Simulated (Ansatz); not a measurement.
System: CdF, charge 0, multiplicity 2. The spin state was set by rule; other spins were not relaxed. SMILES: [Cd][F]
Geometry: optimised at B3LYP-D3(BJ)/def2-TZVP (Ansatz, a first-principles code).

Quantity: atomisation energy (electronic, to ground-state atoms), in kcal/mol. Valence correlation only, unless marked. UHF or UKS for open shells. No spin-orbit coupling. Frozen are the shells of the preceding noble gas and the d and f shells that filled before the atom's block. In def2 rows, elements after Kr have scalar-relativistic effective core potentials. STO-3G rows are all-electron and non-relativistic. The coupled-cluster limit lacks core correlation, which all-electron functionals hold. Basis-set limits of correlation are two-point, X^-3; Hartree-Fock from the larger set. [CCSD(T)-MP2]/basis is that difference in the basis named.

```
level                                                                 program  atomisation energy (kcal/mol)  minus last row
-------------------------------------------------------------  --------------  -----------------------------  --------------
r2SCAN-D4/def2-TZVPD                                           Ansatz + dftd4                           61.3             3.8
PBE0/def2-SVP                                                          Ansatz                           53.4            -4.1
r2SCAN0-D4/def2-TZVPD                                          Ansatz + dftd4                           55.8            -1.7
B2GP-PLYP/def2-TZVPD                                                   Ansatz                           58.5             1.0
MP2/def2-QZVPPD                                                        Ansatz                           62.1             4.6
CCSD/STO-3G                                                            Ansatz                           35.5           -22.0
CCSD(T)/def2-TZVPPD                                                    Ansatz                           56.0            -1.5
RI-MP2/CBS(def2-TZVPP,def2-QZVPP)+[CCSD(T)-MP2]/def2-TZVPP             Ansatz                           56.8            -0.7
RI-MP2/CBS(def2-TZVPPD,def2-QZVPPD)+[CCSD(T)-MP2]/def2-QZVPPD          Ansatz                           56.9            -0.6
CCSD(T)/CBS(def2-TZVPPD,def2-QZVPPD)                                   Ansatz                           57.5             0.0
```
